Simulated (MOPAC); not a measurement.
MOPAC input (PM3):

```
PM3 FORCE THERMO(298,298) PRECISE LET GEO-OK AUX(PRECISION=9) THREADS=1
C3H5Cl3Ge

C     3.47674037 1   -0.25614660 1    0.12088324 1
C     2.27769502 1   -0.83028535 1    0.07615656 1
C     1.33103641 1   -0.64952949 1   -1.03158374 1
Ge   -0.26341114 1    0.00916169 1   -0.13696333 1
Cl   -0.71390909 1   -1.22676903 1    1.58623451 1
Cl   -1.98386186 1   -0.04394477 1   -1.45371435 1
Cl   -0.01155891 1    2.05097999 1    0.52753084 1
H     3.85478078 1    0.39871195 1   -0.65989185 1
H     4.16184817 1   -0.40230929 1    0.95060170 1
H     1.94038044 1   -1.49644170 1    0.88410551 1
H     1.66661674 1    0.06541969 1   -1.79765118 1
H     1.10631014 1   -1.60111114 1   -1.53773475 1
```

From the output:

```
     H   12   0.027792   0.012336   0.019084   0.023256   0.539390   5.288884

          HEAT OF FORMATION =     -88.185981 KCALS/MOLE

          ZERO POINT ENERGY      45.399 KCAL/MOL

           NORMAL COORDINATE ANALYSIS (Total motion = 1 Angstrom)

   Root No.       1         2         3         4         5         6         7         8

                 1 A       2 A       3 A       4 A       5 A       6 A       7 A       8 A

                  32.9      58.5      93.9     102.8     114.4     125.0     141.8     235.8

           1   -0.0362   -0.0324   -0.0302    0.0225   -0.0001   -0.0439   -0.0330   -0.0569
           2    0.0790    0.0449   -0.0412    0.0020    0.0411   -0.0061   -0.0205   -0.0001
           3   -0.0504    0.1354    0.0413   -0.0153   -0.0104   -0.0035    0.0202    0.0140
           4   -0.0361   -0.0327   -0.0304    0.0225    0.0004   -0.0435   -0.0331   -0.0546
           5    0.0071    0.0063   -0.0407   -0.0320    0.0284    0.0085    0.0285   -0.0494
           6   -0.0448   -0.0150   -0.0707    0.0203    0.0763    0.0646   -0.0247    0.0755
           7    0.0297   -0.0001   -0.0276    0.0522    0.0065   -0.0540   -0.0718   -0.0195
           8   -0.0365   -0.0156   -0.0407   -0.0518    0.0221    0.0165    0.0547   -0.0716
           9    0.0276   -0.0108   -0.0092    0.0502   -0.0135    0.0444   -0.0715   -0.0095
          10    0.0097   -0.0023   -0.0054    0.0220   -0.0147   -0.0375    0.0349    0.0141
          11   -0.0090   -0.0084    0.0037   -0.0245   -0.0476    0.0031   -0.0170    0.0052
          12    0.0098   -0.0117    0.0011    0.0243   -0.0201    0.0673    0.0140   -0.0119
          13    0.0335    0.0154    0.0245   -0.0909    0.0685    0.0416    0.0026   -0.0091
          14    0.0019   -0.0002    0.0131   -0.0738   -0.0011    0.0438   -0.0238    0.0092
          15   -0.0110   -0.0217    0.0611    0.0231    0.0216   -0.0882   -0.0250    0.0043
          16   -0.0131   -0.0203    0.0219   -0.0890   -0.0368    0.0071   -0.0037    0.0401
          17    0.0156    0.0155   -0.0285    0.0982   -0.0116   -0.0452    0.0253    0.0286
          18   -0.0131    0.0344   -0.0567   -0.0813    0.0088   -0.0762   -0.0124   -0.0056
          19   -0.0247    0.0343   -0.0010    0.0965   -0.0047    0.0834   -0.0149   -0.0089
          20   -0.0180   -0.0122    0.0562    0.0577    0.0730   -0.0126    0.0079   -0.0031
          21    0.0294   -0.0331    0.0064   -0.0130   -0.0079   -0.0132    0.0391   -0.0059
          22    0.0129   -0.0060   -0.0306    0.0458    0.0089   -0.0544   -0.0674   -0.0234
          23    0.1114    0.0627   -0.0410    0.0173    0.0466   -0.0132   -0.0432    0.0218
          24   -0.0010    0.2688    0.1841   -0.0221   -0.1561   -0.0805    0.0172   -0.1389
          25   -0.0857   -0.0596   -0.0300   -0.0010   -0.0092   -0.0337    0.0016   -0.0937
          26    0.1105    0.0622   -0.0413    0.0169    0.0469   -0.0127   -0.0426    0.0231
          27   -0.1057    0.1358   -0.0016   -0.0403    0.0589    0.0128    0.0631    0.1125
          28   -0.0865   -0.0560   -0.0287   -0.0024   -0.0084   -0.0351    0.0002   -0.0907
          29   -0.0237   -0.0098   -0.0427   -0.0470    0.0266    0.0156    0.0485   -0.0669
          30   -0.0957   -0.1457   -0.2102    0.0259    0.2211    0.1381   -0.0217    0.2174
          31    0.0800    0.0223   -0.0248    0.0743    0.0090   -0.0650   -0.0996   -0.0138
          32   -0.0003    0.0002   -0.0371   -0.0344    0.0207    0.0082    0.0284   -0.0669
          33    0.0850    0.0094    0.0203    0.0982   -0.0599    0.0166   -0.1947   -0.0125
          34    0.0368    0.0071   -0.0434    0.0737    0.0234   -0.0706   -0.1442   -0.0058
          35   -0.1247   -0.0452   -0.0812   -0.1018    0.0760    0.0455    0.1528   -0.0593
          36    0.0297   -0.0126    0.0052    0.0395   -0.0296    0.0540   -0.0296   -0.0189

   Root No.       9        10        11        12        13        14        15        16

                 9 A      10 A      11 A      12 A      13 A      14 A      15 A      16 A

                 281.5     283.6     288.9     413.9     549.6     680.9     832.8     922.8

           1    0.0060    0.0071   -0.0280   -0.0473   -0.0031    0.0119    0.0084    0.0043
           2    0.0093    0.0122    0.0102   -0.0561   -0.0117    0.0053   -0.0081   -0.0011
           3    0.0035    0.0051    0.0105   -0.0011    0.0092    0.0047    0.0018   -0.0086
           4    0.0063    0.0070   -0.0261   -0.0466   -0.0048    0.0110    0.0055    0.0023
           5   -0.0204   -0.0216   -0.0284    0.0683    0.0272   -0.0158   -0.0077    0.0029
           6   -0.0111    0.0036    0.0435    0.0219   -0.0517   -0.0454    0.0122   -0.0526
           7    0.0164    0.0165   -0.0128    0.0183    0.0504   -0.0652   -0.0549   -0.0005
           8   -0.0291   -0.0286   -0.0388    0.0225   -0.0106    0.0322    0.0300   -0.0002
           9   -0.0568    0.0018   -0.0253    0.0585   -0.0554    0.0931   -0.0455    0.0095
          10    0.0154    0.1314    0.0423    0.0123   -0.0082    0.0076    0.0033   -0.0002
          11   -0.0472   -0.0373    0.0945   -0.0026    0.0013   -0.0043   -0.0022    0.0002
          12   -0.0720    0.0824   -0.0214   -0.0141    0.0131   -0.0122    0.0032   -0.0014
          13   -0.0904   -0.0707    0.0339    0.0005   -0.0006    0.0008    0.0004    0.0000
          14    0.1906    0.1609   -0.0699    0.0010    0.0005   -0.0007   -0.0004   -0.0001
          15    0.0024    0.0085   -0.0007   -0.0005    0.0004   -0.0009   -0.0008   -0.0001
          16   -0.0567   -0.0984   -0.1132   -0.0022   -0.0007    0.0002    0.0001   -0.0001
          17   -0.0532   -0.0953   -0.1010   -0.0017   -0.0002    0.0003    0.0002   -0.0001
          18   -0.0024    0.0051   -0.0013    0.0005    0.0005   -0.0000   -0.0004    0.0001
          19    0.1043   -0.1099    0.0192    0.0005   -0.0004    0.0002   -0.0005    0.0001
          20   -0.0268    0.0237   -0.0019    0.0001    0.0000    0.0000    0.0001   -0.0001
          21    0.1720   -0.1859    0.0337   -0.0011    0.0005   -0.0011    0.0013   -0.0003
          22    0.0289    0.0334   -0.0009   -0.1635   -0.0517    0.0632    0.0830    0.0122
          23    0.0244    0.0298    0.0281   -0.1350   -0.0461    0.0402    0.0428    0.0048
          24   -0.0329   -0.0055   -0.1102    0.0378   -0.1919   -0.1762    0.0447    0.2622
          25   -0.0177   -0.0200   -0.0585    0.0726    0.0494   -0.0387   -0.0602    0.0019
          26    0.0245    0.0297    0.0296   -0.1348   -0.0466    0.0391    0.0381    0.0009
          27    0.0556    0.0143    0.1021   -0.0647    0.2906    0.2747   -0.0744   -0.0215
          28   -0.0120   -0.0129   -0.0478   -0.0260   -0.0136    0.0429    0.0581   -0.0013
          29   -0.0300   -0.0322   -0.0383    0.0766    0.0221    0.0048    0.0248    0.0096
          30    0.0266    0.0106    0.1475   -0.0112    0.0681   -0.0072    0.0566    0.4309
          31    0.0234    0.0212   -0.0236    0.0988    0.1049   -0.0699   -0.0027    0.0430
          32   -0.0270   -0.0300   -0.0435    0.0723    0.0321    0.0241    0.0767    0.0246
          33   -0.0794   -0.0558   -0.0243    0.1227    0.0408    0.1283    0.2804   -0.0298
          34    0.0311   -0.0362   -0.0070    0.0755    0.0514   -0.0803    0.1659   -0.1078
          35   -0.0096   -0.0044   -0.0235   -0.0827   -0.1243   -0.0426   -0.1934   -0.0656
          36   -0.0698    0.0376   -0.0295    0.0269   -0.0396    0.1030   -0.1682    0.0863

   Root No.      17        18        19        20        21        22        23        24

                17 A      18 A      19 A      20 A      21 A      22 A      23 A      24 A

                 946.7     998.8    1040.3    1165.1    1167.7    1260.2    1333.3    1401.6

           1    0.0184   -0.0188    0.0102    0.0071   -0.0130    0.0273   -0.0241    0.0361
           2    0.0602   -0.0146    0.0080    0.0097    0.0228   -0.0219    0.0037   -0.0066
           3   -0.0019   -0.0372   -0.0626    0.0024    0.0052    0.0018   -0.0002    0.0004
           4    0.0134   -0.0062    0.0019    0.0042   -0.0096   -0.0079   -0.0277    0.0128
           5   -0.0024   -0.0071    0.0040   -0.0456   -0.0075    0.0721   -0.0224    0.0441
           6   -0.0043   -0.0112    0.0506   -0.0071   -0.0164   -0.0055    0.0003   -0.0026
           7   -0.0293    0.0227   -0.0173   -0.0295   -0.0284   -0.0377    0.0133   -0.0350
           8   -0.0212    0.0110   -0.0097    0.0262   -0.0451   -0.0461    0.0008   -0.0678
           9   -0.0016    0.0166   -0.0139    0.0186    0.0237    0.0178   -0.0144   -0.0136
          10    0.0013    0.0007   -0.0004   -0.0005   -0.0005   -0.0003    0.0004    0.0002
          11   -0.0010   -0.0003    0.0003    0.0011    0.0009    0.0005   -0.0002    0.0000
          12   -0.0001    0.0015   -0.0003    0.0010    0.0014    0.0009   -0.0007   -0.0004
          13    0.0001    0.0001   -0.0001    0.0001   -0.0002    0.0000   -0.0000   -0.0001
          14   -0.0001   -0.0001    0.0001   -0.0001    0.0001   -0.0001    0.0000    0.0000
          15   -0.0002   -0.0002    0.0001   -0.0000    0.0001    0.0000    0.0000    0.0001
          16    0.0002   -0.0001    0.0001    0.0001    0.0004    0.0003   -0.0001    0.0002
          17    0.0001   -0.0000    0.0000    0.0000    0.0001    0.0001   -0.0001    0.0000
          18   -0.0002   -0.0000   -0.0001   -0.0001   -0.0003   -0.0002    0.0001   -0.0001
          19   -0.0001   -0.0001   -0.0000   -0.0000   -0.0001   -0.0000    0.0000   -0.0000
          20    0.0000    0.0000   -0.0000   -0.0000   -0.0000   -0.0000    0.0000   -0.0000
          21    0.0003    0.0002   -0.0000   -0.0001   -0.0001   -0.0000    0.0001    0.0000
          22   -0.2167    0.0065    0.0026   -0.0409   -0.0375    0.2368    0.1961   -0.0764
          23   -0.1006    0.0051    0.0023   -0.0260    0.0069    0.1089    0.1381   -0.0771
          24    0.0226    0.1540    0.2138   -0.0104   -0.0160   -0.0080    0.0009   -0.0018
          25    0.2695   -0.0803    0.0449    0.0662    0.0564    0.0975    0.2243   -0.1201
          26   -0.1027    0.0226   -0.0127   -0.0300   -0.0189   -0.0560   -0.1445    0.0900
          27    0.0046    0.1775    0.2326    0.0011   -0.0062    0.0011   -0.0002    0.0004
          28   -0.0716   -0.0517    0.0500   -0.1816    0.3607   -0.1578    0.0295   -0.0501
          29   -0.0531   -0.0315    0.0280   -0.1576    0.2102   -0.0112    0.0117    0.0102
          30    0.0290    0.0263   -0.1250    0.0041    0.0291    0.0026    0.0009   -0.0008
          31   -0.1512   -0.1169    0.0849    0.2779    0.1043   -0.0408    0.0599    0.1523
          32   -0.0943   -0.0739    0.0524    0.2108    0.0249   -0.0645    0.0564    0.0855
          33    0.0960    0.0496   -0.0408   -0.1405   -0.1372   -0.1380    0.1695    0.1975
          34    0.0346    0.2217   -0.0942    0.1228    0.1536    0.0947   -0.0792   -0.0907
          35   -0.0131    0.2278   -0.1250    0.0439    0.0603   -0.0640    0.1685    0.2489
          36   -0.0464   -0.1357    0.0476   -0.0872   -0.1098   -0.0798    0.0483    0.0191

   Root No.      25        26        27        28        29        30

                25 A      26 A      27 A      28 A      29 A      30 A

                1854.2    3009.8    3041.1    3100.6    3134.0    3144.5

           1   -0.1995   -0.0024    0.0001    0.0006    0.0350   -0.0436
           2   -0.0039    0.0036   -0.0004   -0.0010   -0.0617   -0.0444
           3    0.0001   -0.0000   -0.0001   -0.0001    0.0002   -0.0000
           4    0.2331    0.0354   -0.0044    0.0004   -0.0046    0.0084
           5    0.0470   -0.0518    0.0059   -0.0004   -0.0009   -0.0037
           6    0.0006    0.0009   -0.0001   -0.0001    0.0000    0.0000
           7   -0.0293   -0.0065   -0.0374    0.0009    0.0001    0.0011
```
